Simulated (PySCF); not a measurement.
# What a mistake does to a calculation on BCFH3

These are calculations, not measurements. They come from PySCF 2.14.0, an open-source quantum chemistry program, on an isolated molecule that a program drew, which may never have been made. The molecule is BCFH3 (charge 0, doublet), drawn as the SMILES string `[CH2]BF`.

Each row is a Hartree-Fock (HF) and frozen-core CCSD(T) single point in the cc-pVDZ basis, meant for a local HF minimum. Run 1 is clean. Each other run has one planted mistake out of seven kinds, and not every kind appears here: one electron removed, one electron added, multiplicity raised by two, geometry at a saddle point, minimal basis STO-3G, one bond length entered in bohr, all coordinates scaled. The reference is restricted for singlets and unrestricted otherwise, and also for a bond in bohr. Adding or removing an electron swaps singlet and doublet. Electrons count all cores. HOMO and LUMO are orbital energies over both spins, the gradient is its largest component, and the lowest frequency (negative if imaginary) is given only where the gradient is small. Bond lengths are over the 5 bonds as drawn. T1 is the CCSD diagnostic: over 0.02 (restricted) or 0.045 (unrestricted) a single reference is doubtful.

Geometry of the clean run:
```xyz
6
BCFH3, angstrom
C     0.8273   -1.3025    0.5967
B    -0.5954   -1.5164    1.1390
F    -1.5674   -0.6739    0.7789
H     1.0743   -0.4841   -0.0728
H     1.6512   -1.9579    0.8567
H    -0.8932   -2.4103    1.8803
```

```
run,electrons,basis functions,<S^2>,HOMO (eV),LUMO (eV),gradient (hartree/bohr),lowest frequency (cm^-1),mean bond (Å),longest bond (Å),T1,HF (hartree),CCSD(T) (hartree),mistake
1,23,57,0.758,-11.16,1.32,3.5e-05,327,1.2485,1.537,0.0141,-163.76394,-164.18519,no fault
2,22,57,0.000,-20.34,-8.49,1.1e-01,-,1.2485,1.537,0.0202,-163.40642,-163.81078,one electron removed
3,23,57,3.775,-5.17,-2.70,9.9e-02,-,1.2485,1.537,0.0320,-163.48594,-163.90926,multiplicity raised by two
4,23,18,0.761,-9.70,5.31,3.6e-02,-,1.2485,1.537,0.0195,-161.56401,-161.69332,minimal basis STO-3G
5,23,57,0.756,-11.27,1.48,1.2e-01,-,1.1336,1.396,0.0122,-163.70723,-164.11861,?
6,24,57,0.000,-1.01,11.22,1.0e-01,-,1.2485,1.537,0.0138,-163.74933,-164.21381,?
```

**Which mistake was planted in run 5, and what did it cost?**

The mean and the longest bond both change by the same factor, 0.908, and the gradient is no longer small. So the mistake is: all coordinates scaled. Subtracting run 1 and multiplying by 627.51 kcal/mol a hartree, the energy moved by 35.6 kcal/mol in HF and 41.8 kcal/mol in CCSD(T).

**Which mistake was planted in run 6, and what did it cost?**

It counts 24 electrons, one more than the clean run, at the same geometry and basis. So the mistake is: one electron added. Subtracting run 1 and multiplying by 627.51 kcal/mol a hartree, the energy moved by 9.2 kcal/mol in HF and -18.0 kcal/mol in CCSD(T).

Cautions from the logs. Run 2: T1 is over the limit, so its CCSD(T) energy is less reliable.
